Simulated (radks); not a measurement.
All-electron atom: Sc III in [Ar] 3d1.

All-electron calculation, Dirac Kohn-Sham, BLYP, spin-unpolarised, spherical densities, point nucleus; open shells fill j = l - 1/2 first. Program: a radial shooting solver on a logarithmic mesh with Libxc functionals.

Energy parts (eV):
| part | energy |
|---|---|
| total | -20778.406 |
| kinetic | 20962.682 |
| electron-nucleus | -49087.421 |
| Hartree | 8402.806 |
| exchange-correlation | -1056.473 |

Orbitals (lengths in bohr, moments of r in powers of bohr; r(90%) holds 90 % of the orbital's charge):
orbital,occ.,eigenvalue (eV),<r>,r(90%),<r^4>,<1/r>,small-component weight
1s1/2,2,-4414.264,0.07304,0.130,0.0001326,20.77,5.65e-03
2s1/2,2,-489.7211,0.3435,0.535,0.03453,4.305,9.64e-04
2p1/2,2,-406.9834,0.3059,0.504,0.02782,4.236,9.44e-04
2p3/2,4,-402.3335,0.3085,0.508,0.02863,4.187,9.35e-04
3s1/2,2,-70.2037,1.073,1.61,2.865,1.310,1.95e-04
3p1/2,2,-49.1606,1.158,1.79,4.358,1.185,1.66e-04
3p3/2,4,-48.6438,1.166,1.80,4.476,1.175,1.64e-04
3d3/2,1,-17.9367,1.585,2.70,23.32,0.8363,8.92e-05
3d5/2,0,-17.9008,1.588,2.71,23.49,0.8344,8.89e-05

The highest occupied level is 3d3/2 at -17.937 eV. For comparison, the ionisation energy in NIST's Atomic Spectra Database is 24.757 eV (measured). In exact Kohn-Sham theory the highest level is minus the ionisation energy, but local and semilocal functionals leave it too shallow, through self-interaction and a potential that decays too fast; potentials with the right tail come closer. Summed over all electrons, <r^2> = 16.41 bohr^2, which gives a Langevin (diamagnetic) susceptibility term of -13 x 10^-6 cm^3/mol.

Beside tabulated values, note that spin-unpolarised runs miss the spin-polarisation part of the exchange energy of open shells.
